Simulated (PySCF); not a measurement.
# Ionising TlBi

ROHF-CCSD(T); basis Tl def2-SVP with ECP60, Bi def2-SVP with ECP60; scalar-relativistic core potentials; PySCF 2.14. Neutral (ROHF): triplet (π ↑↑), Re = 3.127 Å, ωe = 99.0 cm⁻¹, De = 1.12 eV.

TlBi⁺ (UHF): quartet (σ ↑, π ↑↑), Re = 3.481 Å, ωe = 48.9 cm⁻¹. The energies at the minima are -385.28582 hartree for TlBi and -385.06467 for TlBi⁺.

Q: Work out the adiabatic ionisation energy, without and with harmonic zero-point energies (1 hartree = 27.2114 eV, 1 eV = 8065.5 cm⁻¹), and the change of the bond length.

A: At CCSD(T): 0.22115 hartree = 6.018 eV between the minima; the zero-point term (48.9 − 99.0)/2 cm⁻¹ = -0.003 eV makes it 6.015 eV. Re changes by +35.4 pm against the neutral. The electron leaves a σ orbital, and the ion is left as a loose complex of an ion and an atom.

Correlated steps freeze 8 core orbitals. UHF and ROHF references stand side by side, which adds small steps between rows. Correlated levels converge slowly with the basis: in double zeta they bind strong bonds too weakly, by up to about 1 eV, and carry superposition errors of some tenths. These are scalar-relativistic numbers at best; spin–orbit coupling would shift them, the dissociation energy most. States were picked by a PBE0 search and need not be the measured ground states.

Neutral and ion stand on different kinds of reference determinant, which adds to the error of the difference.
